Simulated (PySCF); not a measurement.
# Bonds of Sn to H, F, Cl

PBE in PySCF with def2-SVPD on every atom (core potentials on Sn), for the lowest determinant that a PBE0 search found; no spin–orbit coupling. D0 is De less the harmonic zero-point energy.

| X | state of SnX | D0(SnX) (eV) | D0(X₂) (eV) |
| --- | --- | --- | --- |
| H | doublet (π ↑) | 2.52 | 4.18 |
| F | doublet (π ↑) | 5.20 | 2.12 |
| Cl | doublet (π ↑) | 4.06 | 2.49 |

Q: Give the energy of Sn + X₂ → SnX + X at 0 K for each X.

A: H: 4.18 − 2.52 = +1.66 eV; F: 2.12 − 5.20 = -3.08 eV; Cl: 2.49 − 4.06 = -1.57 eV (PBE/def2-SVPD; negative means exothermic).

Q: Does an atom of Cl displace H from SnH?

A: SnH + Cl → SnCl + H has ΔE = 2.52 − 4.06 = -1.54 eV at PBE/def2-SVPD, so it is downhill.

Gas-phase diatomics only hint at surface chemistry, where an atom holds several bonds.

These are scalar-relativistic numbers at best; spin–orbit coupling would shift them, the dissociation energy most. States were picked by a PBE0 search and need not be the measured ground states.
